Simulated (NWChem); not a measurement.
Program: NWChem. System: BiCl3, charge 0, spin multiplicity 1, at a geometry optimised with PBE0/def2-SVP with def2 effective core potentials on Bi. The structure started from a generated list of species. Level: EOM-CCSD/def2-SVP with def2 effective core potentials on Bi, 19 core orbitals frozen.

The NWChem input:

```
start mol
memory heap 100 mb stack 700 mb global 1900 mb
geometry units angstroms nocenter noautoz
  Bi     0.002103     0.446832     0.000000
  Cl    -1.083613    -0.722116     1.870969
  Cl    -1.083613    -0.722116    -1.870969
  Cl     2.156961    -0.737359     0.000000
  symmetry group Cs
end
basis spherical
  * library def2-svp
end
ecp
  Bi library def2-ecp
end
scf
  rhf
  nopen 0
  maxiter 100
  thresh 1e-7
  semidirect memsize 60000000 filesize 0
end
tce
  freeze core 19
  ccsd
  nroots 2
  2eorb
  2emet 13
  thresh 1e-5
  maxiter 200
  tilesize 24
end
task tce energy
```

Part of the output:

```
             Northwest Computational Chemistry Package (NWChem) 7.3.0
             --------------------------------------------------------

                                NWChem Input Module
                                -------------------

 Scaling coordinates for geometry "geometry" by  1.889725989
 (inverse scale =  0.529177249)

 Turning off AUTOSYM since
 SYMMETRY directive was detected!

                             Geometry "geometry" -> ""
                             -------------------------

 Output coordinates in angstroms (scale by  1.889725989 to convert to a.u.)

  No.       Tag          Charge          X              Y              Z
 ---- ---------------- ---------- -------------- -------------- --------------
    1 Bi                  83.0000     0.00210300     0.44683200     0.00000000
    2 Cl                  17.0000    -1.08361300    -0.72211600     1.87096900
    3 Cl                  17.0000    -1.08361300    -0.72211600    -1.87096900
    4 Cl                  17.0000     2.15696100    -0.73735900     0.00000000

 Effective nuclear repulsion energy (a.u.)    1033.6229883785

            Nuclear Dipole moment (a.u.)
            ----------------------------
        X                 Y               Z
 ---------------- ---------------- ----------------
     0.0000831479     0.0000170075     0.0000000000

      Symmetry information
      --------------------

 Group name             Cs
 Group number              2
 Group order               2
 No. of unique centers     3

      Symmetry unique atoms

     1    2    4


 Summary of "ao basis" -> "" (spherical)
 ------------------------------------------------------------------------------
       Tag                 Description            Shells   Functions and Types
 ---------------- ------------------------------  ------  ---------------------
 *                          def2-svp                  on all atoms

 Summary of "ao basis" -> "ao basis" (spherical)
 ------------------------------------------------------------------------------
       Tag                 Description            Shells   Functions and Types
[...]
   0.0008102791021   0.2063093384943    5.61397
   0.0011275554446   0.2109227997763    5.73950     1.2     1.2

 Iteration  15 using   31 trial vectors
   0.0010888612124   0.2063187889657    5.61422
   0.0003765147562   0.2109386023129    5.73993     1.1     1.1

 Iteration  16 using   33 trial vectors
   0.0010690954573   0.2063017963344    5.61376
   0.0001342967279   0.2109338971806    5.73981     1.3     1.3

 Iteration  17 using   35 trial vectors
   0.0006196398854   0.2063020647831    5.61377
   0.0000431837352   0.2109330720106    5.73978     1.9     1.9

 Iteration  18 using   37 trial vectors
   0.0004732016562   0.2063047526633    5.61384
   0.0000129382488   0.2109329881877    5.73978     1.9     1.9

 Iteration  19 using   39 trial vectors
   0.0004649084708   0.2063033037313    5.61380
   0.0000042230778   0.2109329037566    5.73978     1.4     1.4

 Iteration  20 using   40 trial vectors
   0.0003951774482   0.2063066045162    5.61389
   0.0000042227468   0.2109329037808    5.73978     0.7     0.7

 Iteration  21 using   41 trial vectors
   0.0002383219965   0.2063036334063    5.61381
   0.0000042197267   0.2109329037602    5.73978     0.8     0.8

 Iteration  22 using   42 trial vectors
   0.0001519658539   0.2063035043553    5.61381
   0.0000042184992   0.2109329037465    5.73978     0.7     0.7

 Iteration  23 using   43 trial vectors
   0.0001124277611   0.2063026730872    5.61378
   0.0000042181009   0.2109329037525    5.73978     0.7     0.7

 Iteration  24 using   44 trial vectors
   0.0000634239730   0.2063028543896    5.61379
   0.0000042175278   0.2109329037525    5.73978     0.7     0.7

 Iteration  25 using   45 trial vectors
   0.0000275773129   0.2063030119169    5.61379
   0.0000042172401   0.2109329037511    5.73978     0.7     0.7

 Iteration  26 using   46 trial vectors
   0.0000124994106   0.2063029234370    5.61379
   0.0000042171868   0.2109329037506    5.73978     0.7     0.7

 Iteration  27 using   47 trial vectors
   0.0000102457069   0.2063029864289    5.61379
   0.0000042171833   0.2109329037506    5.73978     0.7     0.7

 Iteration  28 using   48 trial vectors
   0.0000109814094   0.2063029428009    5.61379
   0.0000042172061   0.2109329037496    5.73978     0.7     0.7

 Iteration  29 using   49 trial vectors
   0.0000055771906   0.2063029292902    5.61379
   0.0000042171814   0.2109329037495    5.73978     0.7     0.7
 --------------------------------------------------------------
 Iterations converged
 ------------------

 Excited state root  1
 Excitation energy / hartree =        0.206302929290180
                   / eV      =        5.613790725505373
 largest EOMCCSD amplitudes: R1 and R2

 Singles contributions
    38a'  (alpha) ---    32a"  (alpha)       -0.1294765873
    38a'  (alpha) ---    36a"  (alpha)        0.5346299981
    40a'  (alpha) ---    32a"  (alpha)        0.1503104324
    40a'  (alpha) ---    34a"  (alpha)        0.1545162341
    40a'  (alpha) ---    36a"  (alpha)       -0.1357337295
    39a"  (alpha) ---    31a'  (alpha)        0.1790712189
    39a"  (alpha) ---    33a'  (alpha)       -0.1503352553
    39a"  (alpha) ---    35a'  (alpha)       -0.1356614970
    39a"  (alpha) ---    37a'  (alpha)       -0.6277840451

 Doubles contributions
 ------------------

 Excited state root  2
 Excitation energy / hartree =        0.210932903749503
                   / eV      =        5.739778794450907
 largest EOMCCSD amplitudes: R1 and R2

 Singles contributions
    38a'  (alpha) ---    34a"  (alpha)        0.7618140942
    40a'  (alpha) ---    32a"  (alpha)        0.2349874148
    40a'  (alpha) ---    36a"  (alpha)        0.2582314910
    39a"  (alpha) ---    33a'  (alpha)        0.2349914604
    39a"  (alpha) ---    35a'  (alpha)       -0.2582826095

 Doubles contributions

 Task  times  cpu:       67.4s     wall:       67.4s

 Total times  cpu:       67.5s     wall:       67.5s
```
